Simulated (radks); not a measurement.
The mean radii <r> (bohr) of the occupied orbitals of an atom or ion are listed with their occupations. All-electron calculation, Dirac Kohn-Sham, exchange-only B88, spin-unpolarised, spherical densities, finite nucleus; Fermi nuclear charge, rms radius of each element as measured or else 0.836 A^(1/3) + 0.57 fm. Program: a radial shooting solver on a logarithmic mesh with Libxc functionals.

orbital  occ.      <r>
1s1/2       2  0.02232
2s1/2       2  0.09359
2p1/2       2  0.07820
2p3/2       4  0.08470
3s1/2       2   0.2293
3p1/2       2   0.2169
3p3/2       3   0.2269

Name the element and its charge. Open shells, if any, fill j = l - 1/2 first.

Answer. Z = 63, europium, charge +46: Eu46+ in [Ne] 3s2 3p5. The 1s radius gives Z: for a bare nucleus <r> = (2 gamma + 1)/(2Z) with gamma = sqrt(1 - (Z/c)^2), 0.02203 bohr for Z = 63, and screening makes it slightly larger (0.02232 here). The occupations add up to 17, and the charge is Z minus that.
